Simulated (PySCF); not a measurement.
B3LYP has the VWN-RPA correlation part, as in Gaussian. Excitations are Tamm–Dancoff values on a coarser integration grid. The basis has no diffuse functions, so Rydberg states are missing or too high.

**H₂Cl₂O₂Si, SMILES `O[Si](O)(Cl)Cl` (H–O–Si–Cl torsion 59°, Cl–Si–O–H torsion -59°) (charge 0, multiplicity 1)**

Computed with B3LYP-D3(BJ)/def2-TZVP // M06-2X/def2-TZVP (PySCF 2.14.0).

The HOMO comes out as -8.81 eV and the dipole moment is 0.50 D. The HOMO–LUMO gap comes out as 8.73 eV. The LUMO comes out as -0.09 eV and the S1 excitation (TDA) is 7.74 eV. The S1 oscillator strength is 0.001. The brightest of the four lowest singlets (TDA) comes out as 8.33 eV and the T1 excitation (TDA) comes out as 7.42 eV. The S1–T1 gap (TDA) comes out as 0.32 eV, the total energy comes out as -1361.9284 Ha and the cost is roughly 70 core-seconds.

```xyz
7

O     -1.1948    -0.6134    -0.7908
Si    -0.0108     0.0556     0.0709
O      1.3566    -0.3901    -0.6526
Cl    -0.0608    -0.5735     2.0118
Cl    -0.1910     2.0877     0.1252
H     -2.1080    -0.4756    -0.5316
H      2.1989    -0.0988    -0.2980
```
